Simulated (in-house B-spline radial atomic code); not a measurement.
Excitations of Zr12+ by several methods

Full response, energies in eV; labels give the largest channel, * marks a mixed state, a dash one above the method's threshold, and an imaginary frequency an unstable closed-shell reference. Computed with a B-spline radial code for spherical atoms: linear response of the closed shell [Ar] 3d10 with each method's own kernel (bare exchange for TDHF, static screening on G0W0 levels for BSE, the adiabatic kernel for functionals); non-relativistic, point nucleus, no spin-orbit coupling, no double excitations, S, P, D and F terms only. Only terms of natural parity with L up to 3 were computed.

Without relativity these are model numbers for so heavy an element.

```tsv
method	3d → 4s 3D	3d → 4s 1D	3d → 4p 3P	α (bohr³)
TDHF	172.60	173.86	196.20	0.08247
PBE	?	?	?	?
B97-1	165.06	165.96	189.34	0.08428
BHandHLYP	165.59	166.98	189.32	0.08375
BP86	163.52	164.48	187.85	0.08484
RPBE	?	?	?	?
```

What does PBE give?

3d → 4s 3D: 162.10; 3d → 4s 1D: 163.13; 3d → 4p 3P: 186.43; α: 0.08501 (eV, bohr³).

What does RPBE give?

3d → 4s 3D: 161.78; 3d → 4s 1D: 162.81; 3d → 4p 3P: 186.13; α: 0.08498 (eV, bohr³).
